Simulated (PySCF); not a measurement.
A spin–spin coupling run with PySCF 2.14.0 with density-fitted response routines (density fitting, non-relativistic, gas phase) on `FC(C#CC#C)(F)F`, C5HF3:

```
$ OMP_NUM_THREADS=1 python probes_run.py task.json out

{"job": {"kind": "j", "xc": "B3LYP", "basis": "cc-pVTZ"}, "charge": 0, "multiplicity": 1}
C      3.192159    -0.102453    -0.449579
C      1.991197    -0.059488    -0.267120
C      0.637568    -0.016319    -0.059795
C     -0.562295     0.017061     0.125021
C     -2.010736     0.059813     0.356840
F     -2.302393     0.826221     1.406335
F     -2.492982    -1.159009     0.593822
F     -2.649368     0.554909    -0.701741
H      4.254786    -0.137862    -0.610439
```

Hardware: 1 thread of an Arm Neoverse V1, shared host. The job also computes field gradients.

(1) How large is the calculation?

(2) How long does it take, and how much memory does it need?

(3) And these other runs on the same molecule and hardware: GIAO shielding at BHandHLYP/pcSseg-1; GIAO shielding at BLYP/pcSseg-1; GIAO shielding at CAM-B3LYP/pcSseg-1; GIAO shielding at KT3/pcSseg-1; GIAO shielding at LC-wPBE/pcSseg-1; GIAO shielding at LDA/pcSseg-1?

## Answers

(1) 58 electrons, 254 basis functions and 673 auxiliary functions.

(2) 96 s of wall time, with 15 SCF cycles; peak memory 0.9 GiB. Times on a shared host scatter by some tens of per cent.

(3) BHandHLYP/pcSseg-1: 141 functions, 9.7 s; BLYP/pcSseg-1: 141 functions, 15 s; CAM-B3LYP/pcSseg-1: 141 functions, 14 s; KT3/pcSseg-1: 141 functions, 15 s; LC-wPBE/pcSseg-1: 141 functions, 18 s; LDA/pcSseg-1: 141 functions, 12 s.
